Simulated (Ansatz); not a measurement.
A nudged elastic band was laid between two geometries of CH6BNOSi (11 atoms, charge 0, multiplicity 1).

Method: RKS B3LYP-D4/6-31G* (Ansatz).

```yaml
movable_images: 5
climbing_image: yes
spring: 5.0 eV/Å²
optimiser: quadratic models (default)
start_path: through a guess of the saddle point
force_threshold: 0.03 eV/Å
iteration_limit: 44
end_points: relaxed
```

Image 0:

```xyz
11
Properties=species:S:1:pos:R:3
N -0.678 1.743 0.568
C -0.229 0.611 0.135
Si 0.236 -0.854 1.274
B -0.077 0.476 -1.430
O 0.393 -0.716 -1.885
H -0.749 1.753 1.597
H -0.600 -2.050 0.988
H 1.668 -1.226 1.126
H -0.010 -0.413 2.679
H -0.356 1.367 -2.180
H 0.467 -0.748 -2.850
```

Image 6:

```xyz
11
Properties=species:S:1:pos:R:3
N -0.131 1.872 0.556
C -0.048 0.655 0.132
Si 0.229 -0.856 1.273
B -0.191 0.450 -1.427
O -0.109 -0.831 -1.872
H -0.028 1.922 1.582
H 1.484 -1.575 0.927
H 0.332 -0.340 2.669
H -0.907 -1.812 1.192
H -0.362 1.365 -2.180
H -0.202 -0.907 -2.832
```

Q: Which bonds break or form, and what moves?

A: No bond is made or broken. The dihedral N1–C2–Si3–H7 goes from 119 to -120°. The two ends are copies of one structure, up to a mirror image or an exchange of like atoms.

Q: What energy profile does the band end with?

A: The forces met the threshold. The highest image is number 3 of 0 to 6, 0.076 eV above the ends, which have the same energy within 2 meV. A vibrational analysis at the climbing image gives one clearly imaginary mode, 125i cm⁻¹: a first-order saddle point.

| image | path coordinate (Å) | energy (eV) | dihedral N1–C2–Si3–H7 (°) |
| --- | --- | --- | --- |
| 0 | 0.00 | 0.000 | 119 |
| 1 | 0.76 | 0.020 | 140 |
| 2 | 1.53 | 0.058 | 160 |
| 3 | 2.28 | 0.076 | 179 |
| 4 | 3.02 | 0.057 | -161 |
| 5 | 3.76 | 0.020 | -141 |
| 6 | 4.49 | 0.000 | -120 |

Q: What is the geometry of the highest image?

A: 
```xyz
11
Properties=species:S:1:pos:R:3:forces:R:3
N -0.300 1.805 0.552 0.01 0.00 0.00
C -0.084 0.607 0.117 -0.01 0.00 0.00
Si 0.297 -0.854 1.302 0.00 -0.01 -0.01
B -0.177 0.441 -1.451 -0.01 -0.01 0.00
O -0.121 -0.819 -1.952 0.01 0.00 0.00
H -0.249 1.862 1.582 0.00 0.01 0.00
H 0.483 -2.152 0.608 0.00 0.00 0.00
H 1.534 -0.527 2.065 0.00 0.00 0.00
H -0.818 -0.974 2.281 -0.01 0.00 0.00
H -0.301 1.393 -2.167 -0.01 0.00 0.00
H -0.199 -0.840 -2.916 0.00 0.01 0.00
```

Q: What are the harmonic wavenumbers there?

A: 125i, 68, 158, 314, 321, 452, 549, 586, 656, 709, 878, 925, 947, 949, 962, 975, 1050, 1205, 1357, 1405, 1623, 2234, 2240, 2274, 2647, 3304, 3782 cm⁻¹.

Time of the run: 6.5 min on 1 thread of Intel(R) Xeon(R) Platinum 8488C (Sapphire Rapids), with other jobs on the host, peak memory 0.2 GiB.
